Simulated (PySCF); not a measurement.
Name the molecule from its bond curve

A diatomic of charge 0 contains Re. Its septet curve at B2PLYP in a triple-zeta basis (scalar-relativistic core potentials, PySCF), in eV from the separated fragments:

(R (Å), E (eV)): (1.711, -2.550), (1.791, -3.219), (1.871, -3.582), (1.930, -3.711), (1.990, -3.752), (2.050, -3.726), (2.129, -3.618), (2.229, -3.405), (2.348, -3.087), (2.507, -2.626)

The fit gives ωe = 535 cm⁻¹ and the rotational constant Bₑ = 0.2459 cm⁻¹.

Q: Which atom is the partner?

A: The minimum lies at 1.994 Å, so the reduced mass is 16.8576 u Å² cm⁻¹/(Bₑ·Re²) = 17.24 u. With Re at 186.96 u the partner weighs about 19.0 u: F. The molecule is ReF.

Correlated steps freeze 1 core orbital. Spin–orbit coupling is left out. B2PLYP dipoles, levels and charges come from its SCF part alone. The state is the lowest single determinant that the PBE0 search found; with open d or f shells the true ground state can be another one.
